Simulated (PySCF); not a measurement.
C5H4F3OP.
InChI=1S/C5H4F3OP/c1-3-9-2-4(10-3)5(6,7)8/h2H,1H3

Method: TDDFT CAM-B3LYP/def2-SVPD, vertical, gas phase, core orbitals frozen in the response (PySCF 2.14.0, density-fitted response routines). Geometry: GFN2-xTB; no solvent, vibrations or thermal averaging. GFN2-xTB frequencies show an imaginary mode (80i cm⁻¹), so this geometry is no minimum at that level. Torsions of this conformer, `[CH3:1][c:2]1[o:3][cH:4][c:5]([C:6]([F:7])([F:8])[F:9])[p:10]1`: C4–C5–C6–F7 147°.

Task: List the vertical singlet excitations with oscillator strengths and describe the spectrum.

Result: 

```json
{"state": "S1", "E (eV)": "5.29", "ν̃ (cm⁻¹)": "42690", "f": "0.142", "|μ| (D)": "2.66", "main configurations (H = HOMO, L = LUMO)": "H→L (94%)"}
{"state": "S2", "E (eV)": "5.74", "ν̃ (cm⁻¹)": "46290", "f": "0.046", "|μ| (D)": "1.45", "main configurations (H = HOMO, L = LUMO)": "H→L+1 (84%), H-1→L (13%)"}
{"state": "S3", "E (eV)": "6.08", "ν̃ (cm⁻¹)": "49030", "f": "0.0025", "|μ| (D)": "0.33", "main configurations (H = HOMO, L = LUMO)": "H→L+2 (37%), H→L+3 (29%), H→L+4 (14%)"}
{"state": "S4", "E (eV)": "6.19", "ν̃ (cm⁻¹)": "49890", "f": "0.0096", "|μ| (D)": "0.64", "main configurations (H = HOMO, L = LUMO)": "H-2→L (79%), H→L+2 (12%)"}
{"state": "S5", "E (eV)": "6.65", "ν̃ (cm⁻¹)": "53630", "f": "0.020", "|μ| (D)": "0.88", "main configurations (H = HOMO, L = LUMO)": "H→L+2 (37%), H→L+3 (32%), H→L+4 (9%)"}
{"state": "S6", "E (eV)": "6.67", "ν̃ (cm⁻¹)": "53770", "f": "0.135", "|μ| (D)": "2.31", "main configurations (H = HOMO, L = LUMO)": "H-1→L (75%), H→L+1 (9%)"}
{"state": "S7", "E (eV)": "7.13", "ν̃ (cm⁻¹)": "57510", "f": "0.0056", "|μ| (D)": "0.46", "main configurations (H = HOMO, L = LUMO)": "H-2→L+1 (89%)"}
{"state": "S8", "E (eV)": "7.34", "ν̃ (cm⁻¹)": "59170", "f": "0.162", "|μ| (D)": "2.42", "main configurations (H = HOMO, L = LUMO)": "H-1→L+1 (73%)"}
```

Triplets (Tamm–Dancoff): T1 3.14 eV, H→L (96%); T2 4.37 eV, H→L+1 (74%), H-1→L+1 (20%); T3 5.17 eV, H-2→L (90%).

The lowest singlet lies at 5.29 eV (234 nm, ultraviolet) and is of moderate strength; its leading configuration is HOMO→LUMO (94%). The most intense listed level is S8 at 7.34 eV (169 nm, f = 0.162), 2.04 eV above S1. It is the last of those listed, so stronger ones may follow. Löwdin shares by element: HOMO carbon 53% or more, phosphorus 28% (atoms not listed hold the other 19%); LUMO carbon 38% or more, phosphorus 36%, oxygen 13%. Of the 8 states listed, 5 reach f = 0.01 and none stays under 0.0005. Orbital energies (eV): HOMO-3 -11.73, HOMO-2 -10.13, HOMO-1 -9.93, HOMO -8.29, LUMO -0.17, LUMO+1 0.57, LUMO+2 1.09. Weighted by f, the mean energy of these states is 6.41 eV. The window holds the lowest 8 singlets.

Rough CPU time on one thread of a shared machine: about 3 min.
